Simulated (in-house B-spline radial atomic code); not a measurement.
Ionising Cd III (Cd2+) with different functionals

Computed with a radial B-spline atomic code at the basis-set limit: four-component Dirac-Coulomb Hamiltonian, Fermi nucleus of rms radius 4.6087 fm, spin-restricted, spherical fractional occupations for the functionals, and exact exchange of hybrids averaged over the configuration. The ionisation energy is the difference of two self-consistent energies, [Kr] 4d10 → [Kr] 4d9, without Breit or QED terms; ε is the level of the shell that loses the electron (mean over j). The electron is taken from both j subshells in proportion to 2j + 1, so the result is a j average, not the step between ground levels.

```
method                    rung  ΔSCF (eV)  -ε(4d) (eV)
  PBE0           global hybrid      37.82        32.62
 B3LYP           global hybrid      37.93        32.26
 HSE06  range-separated hybrid          ?            ?
 wB97X  range-separated hybrid          ?            ?
```

Problem. What does HSE06 give?

Solution. ΔSCF 37.81 eV, and -ε(4d) = 32.19 eV.

Problem. What does wB97X give?

Solution. ΔSCF 37.62 eV, and -ε(4d) = 35.05 eV.

Problem. Among the functionals, which spreads more, the ΔSCF values or the orbital energies?

Solution. The orbital energies: ΔSCF values span about 0.31 eV and the orbital energies 2.86 eV; here energy differences depend much less on the functional than eigenvalues do.

Problem. How do they compare with the NIST value?

Solution. NIST lists 37.47 eV ± 0.006 (measured, ground level to ground level). Errors run from +0.16 to +0.46 eV; wB97X is closest (+0.16 eV), but part of that can be cancellation, since the calculations leave out Breit-QED terms, spin polarisation, the choice among j levels, multiplet and fine-structure energies.
